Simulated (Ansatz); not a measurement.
H₇B₃N₃ (SMILES B1NB[NH2+]BN1), charge +1, singlet, at a GFN2-xTB geometry; BLYP/STO-3G (Ansatz, an electronic-structure program).

Here is a job for Ansatz.
Ansatz 0.2 input:
```yaml
crystal:
  periodic: [false, false, false]
  atoms:
    - {symbol: B, position_ang: [0.86251219, -1.19327684, 0.20470020]}
    - {symbol: N, position_ang: [1.39506126, 0.13710217, 0.26582380]}
    - {symbol: B, position_ang: [0.66986180, 1.29721651, 0.08876115]}
    - {symbol: N, position_ang: [-0.82466883, 1.14092094, -0.19571883]}
    - {symbol: B, position_ang: [-1.41304089, -0.26903579, -0.26514000]}
    - {symbol: N, position_ang: [-0.54097915, -1.31871608, -0.06312431]}
    - {symbol: H, position_ang: [1.53770716, -2.12740221, 0.36494437]}
    - {symbol: H, position_ang: [2.38574493, 0.21228932, 0.45529505]}
    - {symbol: H, position_ang: [1.11296446, 2.37378670, 0.14057704]}
    - {symbol: H, position_ang: [-1.03809559, 1.62294398, -1.07286357]}
    - {symbol: H, position_ang: [-1.34412975, 1.67284054, 0.50748952]}
    - {symbol: H, position_ang: [-2.55236918, -0.38238491, -0.48219127]}
    - {symbol: H, position_ang: [-0.90438046, -2.26174200, -0.10372250]}
basis:
  gaussian:
    orbitals: STO-3G
    occupation: {up: {"A1": 11, "A2": 2, "B1": 1, "B2": 7}, down: {"A1": 11, "A2": 2, "B1": 1, "B2": 7}}
hamiltonian:
  xc: blyp
total_charge: 1
```

It wrote (shortened):

```
Functional definition: BLYP
the irreps are read with x along [-0.190, 0.031, 0.981], y along [-0.792, -0.596, -0.135] and z along [0.580, -0.803, 0.138] of the geometry given
516 factors; integrals over basis functions are off by at most 8.0e-5 eV
mean field evaluation 1: about -6503.6630 eV, gradient 2.2e1 eV
mean field evaluation 2: about -6505.3845 eV, gradient 1.2e0 eV
mean field evaluation 4: about -6505.2900 eV, gradient 1.9e-1 eV
mean field evaluation 8: about -6505.2901 eV, gradient 3.0e-6 eV
mean field -6505.29011326 eV, -239.0650022181 hartree, gradient 3.0e-6 eV, S^2 0.000000; 0 other end points of the search recorded, 0 dependent functions left out
reference -6505.29040387 eV, -239.0650128981 hartree; 21, 21 occupied and 16, 16 virtual orbitals, 516 factors
Total energy: -6505.29040387 eV, -239.0650128981 hartree
```
